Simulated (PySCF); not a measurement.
These 2 structures share the formula C4H9F3Ge. Method: PySCF, PBE0-D3(BJ)/def2-SVP geometry optimisation, gas phase. Energies are electronic, without zero-point or thermal terms, for one conformer each. No frequencies were run at this level. Point groups hold within 0.08 Å.

**Question.** Order them by energy at this level, lowest first, and give relative energies in kcal/mol.
A. `[CH3:1][CH2:2][CH2:3][GeH2:4][C:5]([F:6])([F:7])[F:8]` with C1–C2–C3–Ge4 61°, C2–C3–Ge4–C5 162°
B. Ge(CF3)Me3, `[CH3][Ge]([CH3])([CH3])[C](F)(F)F`

**Answer.** B (0.0), A (16.3).

```
                           SMILES       E (Eh)  E rel (kcal/mol)  dipole (D)  point group       A, B, C (MHz)
[CH3][Ge]([CH3])([CH3])[C](F)(F)F  -2533.07767               0.0        2.74          C3v    1910, 1120, 1120
          CC[CH2][GeH2][C](F)(F)F  -2533.05167              16.3        2.68           C1  3175, 729.8, 686.2
```
